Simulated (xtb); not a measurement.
Cl (SMILES [Cl+]), charge +1, triplet; GFN1-xTB (xtb).

Here is a job for xtb.
```
$ xtb mol.xyz --gfn 1 --chrg 1 --uhf 2 --grad --json

# file mol.xyz
1

Cl     0.00000000     0.00000000     0.00000000
```

The log (banner, timings and long lists left out):

```
   ID    Z sym.   atoms
    1   17 Cl     1

           -------------------------------------------------
          |                Calculation Setup                |
           -------------------------------------------------

           -------------------------------------------------
          |                 G F N 1 - x T B                 |
           -------------------------------------------------

          ...................................................
          :                      SETUP                      :
          :.................................................:
          :  # basis functions                  10          :
          :  # atomic orbitals                   9          :
          :  # shells                            3          :
          :  # electrons                         6          :
          :  # halogen bonds                     0          :
          :  max. iterations                   250          :
          :  Hamiltonian                  GFN1-xTB          :
          :  restarted?                      false          :
          :  GBSA solvation                  false          :
          :  PC potential                    false          :
          :  electronic temp.          300.0000000     K    :
          :  accuracy                    1.0000000          :
          :  -> integral cutoff          0.2500000E+02      :
          :  -> integral neglect         0.1000000E-07      :
          :  -> SCF convergence          0.1000000E-05 Eh   :
          :  -> wf. convergence          0.2000000E-04 e    :
          :  Broyden damping             0.4000000          :
          :  net charge                          1          :
          :  unpaired electrons                  2          :
          ...................................................

 iter      E             dE          RMSdq      gap      omega  full diag
   1     -3.5161602 -0.351616E+01  0.404E+00    8.92       8.9  T
   2     -3.5161602  0.000000E+00  0.323E+00    9.02       9.0  T
   3     -3.5161602  0.000000E+00  0.249E+00    9.12       9.1  T
   4     -3.5161602  0.000000E+00  0.199E+00    9.18       9.2  T
   5     -3.5161602  0.000000E+00  0.159E+00    9.23       9.2  T
   6     -3.5161602  0.000000E+00  0.127E+00    9.27       9.3  T
   7     -3.5161602  0.000000E+00  0.102E+00    9.31       9.3  T
   8     -3.5161602  0.000000E+00  0.816E-01    9.33       9.3  T
   9     -3.5161602  0.000000E+00  0.652E-01    9.36       9.4  T
  10     -3.5161602  0.000000E+00  0.522E-01    9.37       9.4  T
  11     -3.5161602  0.000000E+00  0.418E-01    9.39       9.4  T
  12     -3.5161602  0.000000E+00  0.334E-01    9.40       9.4  T
  13     -3.5161602  0.000000E+00  0.267E-01    9.41       9.4  T
  14     -3.5161602  0.000000E+00  0.214E-01    9.41       9.4  T
  15     -3.5161602  0.000000E+00  0.171E-01    9.42       9.4  T
  16     -3.5161602  0.000000E+00  0.137E-01    9.42       9.4  T
  17     -3.5161602  0.000000E+00  0.109E-01    9.43       9.4  T
  18     -3.5161602  0.000000E+00  0.876E-02    9.43       9.4  T
  19     -3.5161602  0.000000E+00  0.701E-02    9.43       9.4  T
  20     -3.5161602  0.000000E+00  0.560E-02    9.43       9.4  T
  21     -3.5161602  0.000000E+00  0.448E-02    9.43       9.4  T
  22     -3.5161602  0.000000E+00  0.359E-02    9.44       9.4  T
  23     -3.5161602  0.000000E+00  0.287E-02    9.44       9.4  T
  24     -3.5161602  0.000000E+00  0.230E-02    9.44       9.4  T
  25     -3.5161602  0.000000E+00  0.184E-02    9.44       9.4  T
  26     -3.5161602  0.000000E+00  0.147E-02    9.44       9.4  T
  27     -3.5161602  0.000000E+00  0.118E-02    9.44       9.4  T
  28     -3.5161602  0.000000E+00  0.940E-03    9.44       9.4  T
  29     -3.5161602  0.000000E+00  0.752E-03    9.44       9.4  T
  30     -3.5161602  0.000000E+00  0.602E-03    9.44       9.4  T
  31     -3.5161602  0.000000E+00  0.481E-03    9.44       9.4  T
[...]
  39     -3.5161602  0.000000E+00  0.808E-04    9.44       9.4  T
  40     -3.5161602  0.000000E+00  0.646E-04    9.44       9.4  T
  41     -3.5161602  0.000000E+00  0.517E-04    9.44       9.4  T
  42     -3.5161602  0.000000E+00  0.414E-04    9.44       9.4  T
  43     -3.5161602  0.000000E+00  0.331E-04    9.44       9.4  T
  44     -3.5161602  0.000000E+00  0.265E-04    9.44       9.4  T
  45     -3.5161602  0.000000E+00  0.212E-04    9.44       9.4  T
  46     -3.5161602  0.000000E+00  0.169E-04    9.44       9.4  T
  47     -3.5161602  0.000000E+00  0.136E-04    9.44       9.4  T

   *** convergence criteria satisfied after 47 iterations ***

 transition dipole moment (au) for excitation:           3           4
     X       Y       Z
   0.0000   0.0000   0.0000  total (au/Debye):    0.000   0.000
 dE (eV)             :    0.000
 oscillator strength :  0.00000E+00

         :::::::::::::::::::::::::::::::::::::::::::::::::::::
         ::                     SUMMARY                     ::
         :::::::::::::::::::::::::::::::::::::::::::::::::::::
         :: total energy              -3.516160161438 Eh    ::
         :: gradient norm              0.000000000000 Eh/a0 ::
         :: HOMO-LUMO gap              9.439757472535 eV    ::
         ::.................................................::
         :: SCC energy                -3.516160161438 Eh    ::
         :: -> electrostatic           0.176726005844 Eh    ::
         :: repulsion energy           0.000000000000 Eh    ::
         :: dispersion energy          0.000000000000 Eh    ::
         :: halogen bond corr.         0.000000000000 Eh    ::
         :: add. restraining           0.000000000000 Eh    ::
         :: total charge               1.000000000000 e     ::
         :::::::::::::::::::::::::::::::::::::::::::::::::::::

           -------------------------------------------------
          |                Property Printout                |
           -------------------------------------------------

    * Orbital Energies and Occupations

         #    Occupation            Energy/Eh            Energy/eV
      -------------------------------------------------------------
         1        2.0000           -1.3682145             -37.2310
         2        1.3333           -0.8602539             -23.4087
         3        1.3333           -0.8602539             -23.4087
         4        1.3333           -0.8602539             -23.4087 (HOMO)
         5                         -0.5133492             -13.9689 (LUMO)
         6                         -0.5133492             -13.9689
         7                         -0.5133492             -13.9689
         8                         -0.5133492             -13.9689
         9                         -0.5133492             -13.9689
      -------------------------------------------------------------
                  HL-Gap            0.3469047 Eh            9.4398 eV
             Fermi-level           -0.7738570 Eh          -21.0577 eV

  Mulliken/CM5 charges         n(s)   n(p)   n(d)
     1Cl    1.00000  1.00000   2.000  4.000  0.000

Wiberg/Mayer (AO) data.
largest (>0.10) Wiberg bond orders for each atom

 ---------------------------------------------------------------------------
     #   Z sym  total        # sym  WBO       # sym  WBO       # sym  WBO
 ---------------------------------------------------------------------------
     1  17 Cl   0.000
 ---------------------------------------------------------------------------

 dipole moment from electron density (au)
     X       Y       Z
   0.0000   0.0000   0.0000  total (Debye):    0.000

           -------------------------------------------------
          | TOTAL ENERGY               -3.516160161438 Eh   |
          | GRADIENT NORM               0.000000000000 Eh/α |
          | HOMO-LUMO GAP               9.439757472535 eV   |
           -------------------------------------------------

normal termination of xtb
```
